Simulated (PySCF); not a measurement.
**Correlation energy of P(2+) (phosphorus, charge +2)**

[Ne] 3s2 3p1, 2P determinant. Calculation: PySCF 2.14, in aug-cc-pCVTZ-DK with one added diffuse shell each of s, p, d, f type (9s8p6d4f, 91 functions); the spin-free X2C one-electron Hamiltonian (Gaussian nucleus). Frozen: 1s2; 11 electrons correlated.

```
  level  correlation energy (mhartree)
   CCSD                        -355.22
    (T)                          -3.75
CCSD(T)                        -358.97
```

Diagnostics: T1 = 0.0073, D1 = 0.0296, largest double amplitude 0.100.

Cost of the coupled-cluster step: about 60 core-seconds, for 11 correlated electrons.

Iterations:

```
CC2 = 0
CCSD nocc = (np.int64(6), np.int64(5)), nmo = (90, 90)
frozen orbitals [[0], [0]]
max_cycle = 100
direct = 0
conv_tol = 1e-08
conv_tol_normt = 1e-06
diis_space = 8
diis_start_cycle = 0
Init t2, MP2 energy = -0.336699989300815
Init E_corr(UCCSD) = -0.336699989307305
cycle = 1  E_corr(UCCSD) = -0.348811557876324  dE = -0.0121115686  norm(t1,t2) = 0.0467435
cycle = 2  E_corr(UCCSD) = -0.352838311063852  dE = -0.00402675319  norm(t1,t2) = 0.0193978
cycle = 3  E_corr(UCCSD) = -0.355238257843875  dE = -0.00239994678  norm(t1,t2) = 0.00889594
cycle = 4  E_corr(UCCSD) = -0.355214091405295  dE = 2.41664386e-05  norm(t1,t2) = 0.000997507
cycle = 5  E_corr(UCCSD) = -0.355218162591507  dE = -4.07118621e-06  norm(t1,t2) = 0.000135722
cycle = 6  E_corr(UCCSD) = -0.3552215220341  dE = -3.35944259e-06  norm(t1,t2) = 3.26196e-05
cycle = 7  E_corr(UCCSD) = -0.355220738279587  dE = 7.83754512e-07  norm(t1,t2) = 7.85552e-06
cycle = 8  E_corr(UCCSD) = -0.355220934931612  dE = -1.96652025e-07  norm(t1,t2) = 1.99698e-06
cycle = 9  E_corr(UCCSD) = -0.355220920052709  dE = 1.48789037e-08  norm(t1,t2) = 3.69529e-07
cycle = 10  E_corr(UCCSD) = -0.355220913351463  dE = 6.70124528e-09  norm(t1,t2) = 7.11137e-08
UCCSD converged
E(UCCSD) = -340.8194370172586  E_corr = -0.3552209133514633
UCCSD(T) correction = -0.00374758659782715
```
